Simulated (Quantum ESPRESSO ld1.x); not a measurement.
Question: All-electron atom: Kr2+ in [Ar] 3d10 4s2 4p4. Method: Dirac Kohn-Sham, BP86, spin-unpolarised, spherical densities, point nucleus; open shells fill j = l - 1/2 first; computed with ld1.x of Quantum ESPRESSO 7.5. Some entries of the table are withheld. Estimate them.

orbital  occ.  eigenvalue (hartree)  r(max) (bohr)  <r^2> (bohr^2)
1s1/2       2                   (1)            (2)        0.002318
2s1/2       2              -69.4436          0.154         0.03964
2p1/2       2                   (3)          0.121         0.03038
2p3/2       4                   (4)          0.124         0.03181
3s1/2       2              -10.6313          0.468          0.3231
3p1/2       2               -8.3026          0.457          0.3329
3p3/2       4               -8.0113          0.468          0.3459
3d3/2       4               -3.9535          0.408          0.3758
3d5/2       6               -3.9055          0.412          0.3810
4s1/2       2               -1.6952           1.31             (5)
4p1/2       2               -1.1603           1.47           3.374
4p3/2       2               -1.1307           1.49           3.493
5s1/2       0                   (6)           3.43           16.23
4d3/2       0               -0.4452           2.17           8.558
4d5/2       0               -0.4431           2.19           8.638
5p1/2       0               -0.3347           4.19           23.68
5p3/2       0               -0.3300           4.26           24.32
4f5/2       0               -0.1485            (7)           53.80
4f7/2       0               -0.1485            (8)           53.81

Answer: 
(1) 1s1/2 eigenvalue (hartree): -521.2143
(2) 1s1/2 r(max) (bohr): 0.027
(3) 2p1/2 eigenvalue (hartree): -62.8473
(4) 2p3/2 eigenvalue (hartree): -60.8678
(5) 4s1/2 <r^2> (bohr^2): 2.558
(6) 5s1/2 eigenvalue (hartree): -0.4532
(7) 4f5/2 r(max) (bohr): 6.05
(8) 4f7/2 r(max) (bohr): 6.05
